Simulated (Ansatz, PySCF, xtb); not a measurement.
Process, species as SMILES: CCCC[Se]C [1-methylselanylbutane] + 5 [H][H] (H2) -> 5 C (CH4) + [SeH2] (H2Se)
Structures are relaxed separately at B3LYP-D3(BJ)/def2-TZVP in Ansatz (an electronic-structure program), one conformer each, not searched for the lowest. Frequencies are from Ansatz or PySCF.
Geometry of the first species:
SMILES: CCCC[Se]C
```xyz
18

C     -3.9922     0.4965    -0.1159
C     -2.6416     0.8714     0.4875
C     -1.4806     0.0953    -0.1353
C     -0.1374     0.4726     0.4695
Se     1.3205    -0.5571    -0.3701
C      2.7865     0.2233     0.6733
H     -4.8046     1.0622     0.3435
H     -4.0115     0.6970    -1.1897
H     -4.2039    -0.5659     0.0253
H     -2.6583     0.6900     1.5669
H     -2.4672     1.9444     0.3600
H     -1.6516    -0.9777    -0.0059
H     -1.4603     0.2781    -1.2140
H     -0.1174     0.2627     1.5395
H      0.0758     1.5314     0.3189
H      2.6458     0.0160     1.7320
H      3.7059    -0.2464     0.3306
H      2.8407     1.2961     0.5004
```

Quantity: energy of full hydrogenation (0 K, with B3LYP-D3(BJ) harmonic zero-point energies), in eV. Correlated levels leave the core frozen unless marked. No spin-orbit coupling. The frozen core is the preceding noble-gas configuration, with the filled d and f shells of earlier blocks. No relativistic terms. Basis-set limits of correlation are two-point, X^-3; Hartree-Fock from the larger set. [CCSD(T)-MP2]/basis is that difference in the basis named.

```csv
level,program,energy of full hydrogenation (eV)
GFN1-xTB,xtb,-5.14
HF/aug-cc-pVTZ,Ansatz,-3.81
BLYP-D4/def2-TZVPD,Ansatz + dftd4,-2.74
r2SCAN/def2-TZVPD,Ansatz,-2.92
r2SCAN-D3(BJ)/def2-TZVPD,Ansatz + dftd3,-2.85
B97M-V/def2-TZVPD,Ansatz,-3.24
CAM-B3LYP/def2-TZVPD,Ansatz,-3.31
wB97X/def2-TZVPD,Ansatz,-3.15
MP2/cc-pVQZ,Ansatz,-2.65
"RI-MP2/CBS(aug-cc-pVTZ,aug-cc-pVQZ)",Ansatz,-2.59
SCS-MP2/6-31G*,Ansatz,-2.60
CCSD(T)/aug-cc-pVTZ,Ansatz,-2.82
CCSD(T)/cc-pVQZ,Ansatz,-2.86
"RI-MP2/CBS(cc-pVTZ,cc-pVQZ)+[CCSD(T)-MP2]/cc-pVQZ",Ansatz,-2.83
"CCSD(T)/CBS(cc-pVTZ,cc-pVQZ)",Ansatz,-2.83
```
